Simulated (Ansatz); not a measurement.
```xyz
5

Si    0.0052   -0.0473    0.0154
F     0.8949    0.8975    0.8743
F     0.8808   -0.9181   -0.8802
F    -0.8752    0.8868   -0.9125
F    -0.8692   -0.9265    0.9304
```

Basis set: STO-3G (spherical functions). Correlated methods keep 9 orbitals frozen. Charge 0, multiplicity 1.

Computed with Ansatz (development build ahead of 0.2.0); each method stands on the lowest determinant of its kind that the runs found. Restricted open shells among the atoms or ions are ROHF, correlated in semicanonical orbitals with singles.

**Question.** Give the atomization energy at this shape (free ground-state atoms in the same class of orbitals less the molecule, no zero-point energy) of singlet SiF₄ by RHF-MP2, RHF.

**Answer.**

| method | atomization energy |
| --- | --- |
| RHF-MP2 | 13.78 eV |
| RHF | 11.68 eV |

Caution: the shape is not the minimum.

This basis has no polarisation functions and is too small for such energies, which can lie far from measured ones in either direction.
